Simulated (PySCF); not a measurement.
```xyz
6

O      2.0175    -0.3683     0.1053
C      0.8375    -0.1529     0.0706
C     -0.5042    -0.5313    -0.2351
C     -0.2993     0.6780     0.3033
H     -1.2622    -1.2078    -0.6053
H     -0.7894     1.5823     0.6368
```

Charge 0, multiplicity 1.

Task: Give the Mulliken and meta-Löwdin atomic charges from ωB97X-D3(BJ)/def2-TZVP // B3LYP-D3(BJ)/def2-TZVP run with PySCF.

Result: 
| atom | Mulliken (e) | meta-Löwdin (e) |
|---|---|---|
| O1 | -0.32 | -0.46 |
| C2 | 0.19 | 0.39 |
| C3 | -0.11 | -0.11 |
| C4 | -0.11 | -0.11 |
| H5 | 0.17 | 0.15 |
| H6 | 0.17 | 0.15 |
